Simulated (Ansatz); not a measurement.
CH₃FO₃W, SMILES `C[O][W](=[O])(=[O])[F]`. Charge 0, multiplicity 1. W takes the def2 core potential. The geometry is a stationary point of PBE0-D4/def2-TZVP. It is one conformer, not always the lowest.

```xyz
9

C    -0.130    0.198   -1.578
O     0.296    0.470   -0.262
W     0.167   -0.134    1.478
O     1.543   -1.068    1.848
O    -1.187   -1.157    1.601
F     0.014    1.286    2.673
H    -0.227    1.146   -2.109
H     0.616   -0.422   -2.079
H    -1.093   -0.318   -1.570
```

What is the dipole moment at r2SCAN/def2-TZVPP? (Best estimate.)

Computed: 4.06 D, with components (-0.54, 1.79, -3.60) D in this frame, pointing from negative to positive charge.

And with PBE, B3LYP, ωB97M-V? (Estimate.)

Computed: PBE 3.96 D, B3LYP 4.09 D, ωB97M-V 4.04 D.

Give the Mulliken charges with r2SCAN, B3LYP, PBE in def2-TZVPP. (Best estimate.)

Ansatz gave: 
```csv
atom,r2SCAN,B3LYP,PBE
C1,0.02,-0.11,-0.13
O2,-0.42,-0.42,-0.33
W3,1.33,1.33,1.11
O4,-0.43,-0.42,-0.37
O5,-0.42,-0.42,-0.36
F6,-0.33,-0.33,-0.28
H7,0.08,0.12,0.12
H8,0.08,0.12,0.12
H9,0.08,0.12,0.12
```

B3LYP here is the variant with VWN-RPA as its local correlation; programs differ in this.
